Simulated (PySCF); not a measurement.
Computed spin Hamiltonian

C₆H₈FO₂ (doublet state).
SMILES with atom numbers: `[CH3:1][CH:2][C:3](=[C:4]=[O:5])[CH2:6][O:7][CH2:8][F:9]` (hydrogens: H10, H11, H12 on C1; H13 on C2; H14, H15 on C6; H16, H17 on C8)

Structure used (GFN2-xTB), in Å, numbered top down from 1:
```xyz
17
C6H8FO2 angstrom
C     -3.0329   -0.3262   -0.1386
C     -1.6038   -0.7016   -0.2955
C     -0.5469    0.1637   -0.0058
C     -0.7027    1.4119    0.4360
O     -0.8425    2.5024    0.8292
C      0.8822   -0.2967   -0.2124
O      1.7616    0.5702    0.4929
C      3.0848    0.3051    0.2994
F      3.4377   -0.9168    0.8295
H     -3.1532    0.7549   -0.1152
H     -3.4471   -0.7313    0.7897
H     -3.6274   -0.7325   -0.9570
H     -1.3658   -1.7061   -0.5998
H      0.9901   -1.3251    0.1551
H      1.1311   -0.2813   -1.2862
H      3.6611    1.0660    0.8351
H      3.3667    0.2554   -0.7673
```

The hyperfine couplings belong to this conformer and change with its torsions.

Theory: UKS B3LYP, pcH-1 on C F H O, non-relativistic, mean-field spin-orbit, GIAO (PySCF 2.14.0). Geometry: GFN2-xTB, one conformer, isolated molecule. The geometry wasn't refined by DFT: couplings that depend on bond lengths, twists or pyramidal angles can differ widely from those at the functional's own minimum. The SCF solution wasn't tested for stability.

| Item | Value |
| --- | --- |
| g1, g2, g3 | 1.99818, 2.00208, 2.00355 |
| g_iso | 2.00127 |
| Form of g | rhombic: the two nearest values differ by 27 % of g3 − g1 |
| ⟨S²⟩ | 0.7635 (exact 0.7500) |
| HOMO–LUMO gap, α and β orbitals | 3.01, 5.78 eV |
| Total energy | -483.68585 Eh |
| Basis functions | 305 |

Hyperfine couplings atom by atom, in G; T1 to T3 are the principal values of the dipolar part; ρ(0) is the spin density at the nucleus (MHz turned into gauss with g_iso; 10 G = 1 mT):

```csv
atom,isotope,a_iso,T1,T2,T3,Mulliken spin population,ρ(0) (bohr⁻³)
C1,13C,-9.0,-0.5,0.1,0.4,-0.06,-0.0223
C2,13C,23.7,-22.1,-21.5,43.7,0.78,0.0590
C3,13C,-14.6,-5.0,1.5,3.5,-0.15,-0.0363
C4,13C,7.3,-10.4,-9.5,19.8,0.28,0.0181
O5,17O,-4.7,-19.5,9.4,10.1,0.12,0.0217
C6,13C,0.7,-0.3,-0.1,0.4,0.01,0.0018
O7,17O,-0.2,-0.2,0.0,0.2,0.00,0.0011
C8,13C,0.0,-0.1,-0.1,0.1,0.00,0.0001
F9,19F,0.4,-0.2,-0.1,0.3,0.00,0.0003
H10,1H,4.2,-1.3,-0.6,2.0,0.01,0.0026
H11,1H,33.8,-1.4,-1.0,2.3,0.04,0.0212
H12,1H,16.2,-1.3,-1.2,2.5,0.02,0.0101
H13,1H,-17.6,-10.7,0.2,10.5,-0.04,-0.0110
H14,1H,-2.0,-0.8,-0.6,1.4,0.00,-0.0013
H15,1H,-3.4,-0.8,-0.4,1.2,0.00,-0.0021
H16,1H,0.0,-0.2,-0.2,0.4,0.00,0.0000
H17,1H,0.2,-0.2,-0.2,0.4,0.00,0.0001
```

The largest Mulliken spin populations are on C2 (+0.78), C4 (+0.28), C3 (-0.15) and O5 (+0.12). The angles at C2 add up to 359.9°, so it is planar; its axial dipolar tensor and the negative coupling of its proton fit spin in a p orbital normal to that plane.

Axes: g1 points within 3° of the C3–C4 bond.

Under fast tumbling the dipolar parts average out, and these isotropic splittings remain: 3 × 1H (H10/H11/H12, I = 1/2, 4 lines) with 1.81 mT, 1 × 1H (H13, I = 1/2, 2 lines) with 1.76 mT, 2 × 1H (H14/H15, I = 1/2, 3 lines) with 0.27 mT and 1 × 19F (F9, I = 1/2, 2 lines) with 0.04 mT.

Nuclei that the bonding pattern makes equivalent are averaged, as if the motion that swaps them (rotation, inversion, ring flip) were fast. The three 1H nuclei of mean +50.6 MHz run from 11.7 to 94.7 MHz in the frozen geometry.

The 17O coupling of O5 (-13.2 MHz) shows only in satellite lines or after enrichment, since that isotope makes up about 0.038 % of natural oxygen.

The 13C coupling of C2 (66.4 MHz) shows only in satellite lines or after enrichment, since that isotope makes up about 1.07 % of natural carbon.

Examples of negative spin density at the nucleus (bohr⁻³): C3 (-0.0363), C1 (-0.0223) and H13 (-0.0110).
